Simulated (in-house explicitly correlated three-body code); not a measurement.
Computed with an exponentially correlated three-body code. Model: two electrons around a point charge, non-relativistic, variational in 260 exponentially correlated functions (energies converged to about 1e-7 hartree, or 1e-8 relative for large Z).

For two electrons in a singlet the Kohn-Sham orbital is the square root of half the density, so the exact Kohn-Sham potential and energy parts follow from the density alone, and exchange is minus half the Hartree energy. The Kohn-Sham level equals minus the binding energy of the second electron.

Command:
```bash
python run_hyl.py task.json out
```
Settings (lengths in bohr, energies in hartree):
```
Z                      3.16
interaction_strength   1
functions              260
states_tried           13
```

Time taken, with all properties: 14 s on 1 thread of AMD EPYC 9R45 96-Core Processor (Zen 5), with other jobs on the host.

**Those bound S and P states to n = 4 that converged, binding against the one-electron ion.**

Given: nuclear charge 3.16.

Computed: one-electron threshold -4.9928 hartree.

| term | energy (hartree) | binding (eV) | quantum defect |
| --- | --- | --- | --- |
| 1 1S | -8.16564305 | 86.337 | 0.14254 |
| 2 3S | -5.69652366 | 19.149 | 0.1793 |
| 2 1S | ? | ? | ? |
| 2 3P | -5.60717338 | 16.718 | 0.051401 |
| 2 1P | -5.568233 | 15.658 | -0.013452 |
| 3 3S | -5.28457854 | 7.9397 | 0.17244 |
| 3 1S | -5.264458 | 7.3922 | 0.069596 |
| 3 3P | ? | ? | ? |
| 3 1P | -5.24967783 | 6.99 | -0.013529 |
| 4 3S | -5.15186041 | 4.3283 | 0.17036 |
| 4 1S | -5.14377568 | 4.1083 | 0.069161 |
| 4 3P | -5.142478 | 4.0729 | 0.052158 |
| 4 1P | -5.13762654 | 3.9409 | -0.013421 |

What belongs in the row 2 1S?

energy (hartree): -5.6199538; binding (eV): 17.066; quantum defect: 0.071358.

What belongs in the row 3 3P?

energy (hartree): -5.26123196; binding (eV): 7.3044; quantum defect: 0.05204.

**Electric-dipole lines between converged S and P states, rate of the upper state's decay.**

```json
{"s state": "1 1S", "p state": "2 1P", "p minus s (eV)": "70.679", "oscillator strength from s": "0.47572", "rate (1/s)": "3.4373e+10"}
{"s state": "1 1S", "p state": "3 1P", "p minus s (eV)": "?", "oscillator strength from s": "?", "rate (1/s)": "?"}
{"s state": "1 1S", "p state": "4 1P", "p minus s (eV)": "82.397", "oscillator strength from s": "0.044882", "rate (1/s)": "4.4074e+09"}
{"s state": "2 1S", "p state": "2 1P", "p minus s (eV)": "?", "oscillator strength from s": "?", "rate (1/s)": "?"}
{"s state": "2 1S", "p state": "3 1P", "p minus s (eV)": "10.076", "oscillator strength from s": "0.26718", "rate (1/s)": "3.9233e+08"}
{"s state": "2 1S", "p state": "4 1P", "p minus s (eV)": "13.125", "oscillator strength from s": "0.074781", "rate (1/s)": "1.8632e+08"}
{"s state": "3 1S", "p state": "2 1P", "p minus s (eV)": "-8.2661", "oscillator strength from s": "-0.090859", "rate (1/s)": "2.6939e+08"}
{"s state": "3 1S", "p state": "3 1P", "p minus s (eV)": "0.40219", "oscillator strength from s": "0.33982", "rate (1/s)": "795060"}
{"s state": "3 1S", "p state": "4 1P", "p minus s (eV)": "3.4513", "oscillator strength from s": "0.27701", "rate (1/s)": "4.7724e+07"}
{"s state": "4 1S", "p state": "2 1P", "p minus s (eV)": "-11.55", "oscillator strength from s": "-0.018151", "rate (1/s)": "1.0507e+08"}
{"s state": "4 1S", "p state": "3 1P", "p minus s (eV)": "-2.8817", "oscillator strength from s": "-0.19753", "rate (1/s)": "7.1177e+07"}
{"s state": "4 1S", "p state": "4 1P", "p minus s (eV)": "0.16733", "oscillator strength from s": "0.4702", "rate (1/s)": "190410"}
{"s state": "2 3S", "p state": "2 3P", "p minus s (eV)": "2.4313", "oscillator strength from s": "0.28761", "rate (1/s)": "2.4592e+07"}
{"s state": "2 3S", "p state": "3 3P", "p minus s (eV)": "11.845", "oscillator strength from s": "0.20035", "rate (1/s)": "4.0657e+08"}
{"s state": "2 3S", "p state": "4 3P", "p minus s (eV)": "15.076", "oscillator strength from s": "0.060499", "rate (1/s)": "1.989e+08"}
{"s state": "3 3S", "p state": "2 3P", "p minus s (eV)": "-8.7783", "oscillator strength from s": "-0.11061", "rate (1/s)": "3.6984e+08"}
{"s state": "3 3S", "p state": "3 3P", "p minus s (eV)": "0.63529", "oscillator strength from s": "0.47918", "rate (1/s)": "2.7973e+06"}
{"s state": "3 3S", "p state": "4 3P", "p minus s (eV)": "3.8668", "oscillator strength from s": "0.20239", "rate (1/s)": "4.3769e+07"}
{"s state": "4 3S", "p state": "2 3P", "p minus s (eV)": "-12.39", "oscillator strength from s": "-0.020568", "rate (1/s)": "1.37e+08"}
{"s state": "4 3S", "p state": "3 3P", "p minus s (eV)": "-2.9762", "oscillator strength from s": "-0.24192", "rate (1/s)": "9.2981e+07"}
{"s state": "4 3S", "p state": "4 3P", "p minus s (eV)": "0.25531", "oscillator strength from s": "0.6577", "rate (1/s)": "620080"}
```

What belongs in the row 1 1S 3 1P?

p minus s (eV): 79.347; oscillator strength from s: 0.11409; rate (1/s): 1.039e+10.

What belongs in the row 2 1S 2 1P?

p minus s (eV): 1.4074; oscillator strength from s: 0.19881; rate (1/s): 5.6958e+06.

**Functionals on the exact density and self-consistent, errors are functional minus exact, hybrids only self-consistent, a dash where a self-consistent run leaves the top level unbound.**

```tsv
result	exchange error (millihartree)	correlation error (millihartree)	functional driven error (millihartree)	density driven error (millihartree)	self consistent total error (millihartree)	top level plus exact binding (eV)
HSE06	-	-	-	-	16.73	12.329
PW91	22.359	-7.4407	14.918	-1.1875	13.73	16.06
AM05	188.75	-76.117	112.64	-1.4118	111.22	17.139
SCAN	-4.5545	3.0926	-1.462	-0.29575	-1.7577	14.631
RPBE	-2.1415	-1.3225	-3.4641	-1.2378	-4.7019	16.104
LDA PW92	?	?	?	?	?	?
revTPSS	-3.6216	-4.975	-8.5966	-0.18741	-8.784	14.847
PBEsol	104.14	-13.329	90.808	-1.187	89.621	16.881
wB97X	-	-	-	-	-9.0773	9.7448
r2SCAN0	-	-	-	-	-0.45715	10.751
OLYP	4.5013	-4.2239	0.27735	-1.4531	-1.1757	16.025
B3LYP VWN-RPA	-	-	-	-	?	?
BLYP	6.9543	-4.2239	2.7303	-1.4867	1.2436	15.936
TPSS	-4.166	-2.279	-6.445	-0.30023	-6.7453	15.121
```

What belongs in the row LDA PW92?

exchange error (millihartree): 245.16; correlation error (millihartree): -93.767; functional driven error (millihartree): 151.39; density driven error (millihartree): -2.1053; self consistent total error (millihartree): 149.28; top level plus exact binding (eV): 17.179.

What belongs in the row B3LYP VWN-RPA?

self consistent total error (millihartree): -5.1267; top level plus exact binding (eV): 12.395.

**Density and exact potentials over r, pair density (one pair, times 4 pi r12^2) and exact minus Kohn-Sham pair density over r12.**

```json
{"radius (bohr)": "0.0673", "radial density (electrons/bohr)": "0.60458", "exchange potential (hartree)": "-2.7854", "intracule density (1/bohr)": "0.038242", "Coulomb hole against Kohn-Sham (1/bohr)": "-0.01258", "correlation potential (hartree)": "-0.041"}
{"radius (bohr)": "0.0784", "radial density (electrons/bohr)": "0.76575", "exchange potential (hartree)": "-2.7659", "intracule density (1/bohr)": "0.051912", "Coulomb hole against Kohn-Sham (1/bohr)": "-0.01644", "correlation potential (hartree)": "-0.037"}
{"radius (bohr)": "0.0912", "radial density (electrons/bohr)": "0.95715", "exchange potential (hartree)": "-2.7411", "intracule density (1/bohr)": "0.070142", "Coulomb hole against Kohn-Sham (1/bohr)": "-0.02123", "correlation potential (hartree)": "-0.033"}
{"radius (bohr)": "0.106", "radial density (electrons/bohr)": "1.18", "exchange potential (hartree)": "-2.7097", "intracule density (1/bohr)": "0.094369", "Coulomb hole against Kohn-Sham (1/bohr)": "-0.02711", "correlation potential (hartree)": "-0.028"}
{"radius (bohr)": "0.124", "radial density (electrons/bohr)": "1.4455", "exchange potential (hartree)": "-2.6684", "intracule density (1/bohr)": "0.12808", "Coulomb hole against Kohn-Sham (1/bohr)": "-0.03451", "correlation potential (hartree)": "-0.022"}
{"radius (bohr)": "0.144", "radial density (electrons/bohr)": "1.7247", "exchange potential (hartree)": "-2.6192", "intracule density (1/bohr)": "0.17049", "Coulomb hole against Kohn-Sham (1/bohr)": "-0.04272", "correlation potential (hartree)": "-0.015"}
{"radius (bohr)": "0.168", "radial density (electrons/bohr)": "2.0282", "exchange potential (hartree)": "-2.5568", "intracule density (1/bohr)": "0.22728", "Coulomb hole against Kohn-Sham (1/bohr)": "-0.05212", "correlation potential (hartree)": "-0.008"}
{"radius (bohr)": "0.195", "radial density (electrons/bohr)": "2.3205", "exchange potential (hartree)": "-2.4837", "intracule density (1/bohr)": "0.29728", "Coulomb hole against Kohn-Sham (1/bohr)": "-0.06153", "correlation potential (hartree)": "0"}
{"radius (bohr)": "0.227", "radial density (electrons/bohr)": "2.5945", "exchange potential (hartree)": "-2.395", "intracule density (1/bohr)": "0.386", "Coulomb hole against Kohn-Sham (1/bohr)": "-0.07045", "correlation potential (hartree)": "0.007"}
{"radius (bohr)": "0.264", "radial density (electrons/bohr)": "2.8148", "exchange potential (hartree)": "-2.2916", "intracule density (1/bohr)": "0.49225", "Coulomb hole against Kohn-Sham (1/bohr)": "-0.07712", "correlation potential (hartree)": "0.014"}
{"radius (bohr)": "0.308", "radial density (electrons/bohr)": "2.9548", "exchange potential (hartree)": "-2.1704", "intracule density (1/bohr)": "0.61748", "Coulomb hole against Kohn-Sham (1/bohr)": "-0.07963", "correlation potential (hartree)": "0.02"}
{"radius (bohr)": "0.358", "radial density (electrons/bohr)": "2.9807", "exchange potential (hartree)": "-2.0375", "intracule density (1/bohr)": "0.75019", "Coulomb hole against Kohn-Sham (1/bohr)": "-0.07575", "correlation potential (hartree)": "0.023"}
{"radius (bohr)": "0.417", "radial density (electrons/bohr)": "2.8761", "exchange potential (hartree)": "-1.8899", "intracule density (1/bohr)": "0.88383", "Coulomb hole against Kohn-Sham (1/bohr)": "-0.0638", "correlation potential (hartree)": "0.025"}
{"radius (bohr)": "0.485", "radial density (electrons/bohr)": "?", "exchange potential (hartree)": "?", "intracule density (1/bohr)": "?", "Coulomb hole against Kohn-Sham (1/bohr)": "?", "correlation potential (hartree)": "?"}
{"radius (bohr)": "0.565", "radial density (electrons/bohr)": "2.2813", "exchange potential (hartree)": "-1.5701", "intracule density (1/bohr)": "1.0721", "Coulomb hole against Kohn-Sham (1/bohr)": "-0.01744", "correlation potential (hartree)": "0.021"}
{"radius (bohr)": "0.657", "radial density (electrons/bohr)": "?", "exchange potential (hartree)": "?", "intracule density (1/bohr)": "?", "Coulomb hole against Kohn-Sham (1/bohr)": "?", "correlation potential (hartree)": "?"}
{"radius (bohr)": "0.765", "radial density (electrons/bohr)": "1.3836", "exchange potential (hartree)": "-1.2458", "intracule density (1/bohr)": "1.0165", "Coulomb hole against Kohn-Sham (1/bohr)": "0.03217", "correlation potential (hartree)": "0.012"}
{"radius (bohr)": "0.891", "radial density (electrons/bohr)": "0.94614", "exchange potential (hartree)": "-1.0924", "intracule density (1/bohr)": "0.87276", "Coulomb hole against Kohn-Sham (1/bohr)": "0.04359", "correlation potential (hartree)": "0.008"}
{"radius (bohr)": "1.04", "radial density (electrons/bohr)": "0.57841", "exchange potential (hartree)": "-0.94847", "intracule density (1/bohr)": "0.6711", "Coulomb hole against Kohn-Sham (1/bohr)": "0.04202", "correlation potential (hartree)": "0.005"}
{"radius (bohr)": "1.21", "radial density (electrons/bohr)": "0.31654", "exchange potential (hartree)": "-0.82129", "intracule density (1/bohr)": "0.45792", "Coulomb hole against Kohn-Sham (1/bohr)": "0.03098", "correlation potential (hartree)": "0.003"}
{"radius (bohr)": "1.41", "radial density (electrons/bohr)": "0.14941", "exchange potential (hartree)": "-0.70747", "intracule density (1/bohr)": "0.26836", "Coulomb hole against Kohn-Sham (1/bohr)": "0.01701", "correlation potential (hartree)": "0.002"}
{"radius (bohr)": "1.64", "radial density (electrons/bohr)": "0.060481", "exchange potential (hartree)": "-0.60924", "intracule density (1/bohr)": "0.13332", "Coulomb hole against Kohn-Sham (1/bohr)": "0.006354", "correlation potential (hartree)": "0.001"}
```

What belongs in the row 0.485?

radial density (electrons/bohr): 2.639; exchange potential (hartree): -1.7338; intracule density (1/bohr): 0.99784; Coulomb hole against Kohn-Sham (1/bohr): -0.04378; correlation potential (hartree): 0.024.

What belongs in the row 0.657?

radial density (electrons/bohr): 1.8483; exchange potential (hartree): -1.4069; intracule density (1/bohr): 1.0831; Coulomb hole against Kohn-Sham (1/bohr): 0.009852; correlation potential (hartree): 0.017.

The density-driven part is never positive, since each functional's own density lowers its energy. Here it is small beside the functional-driven part (median ratio 0.063), the normal case.
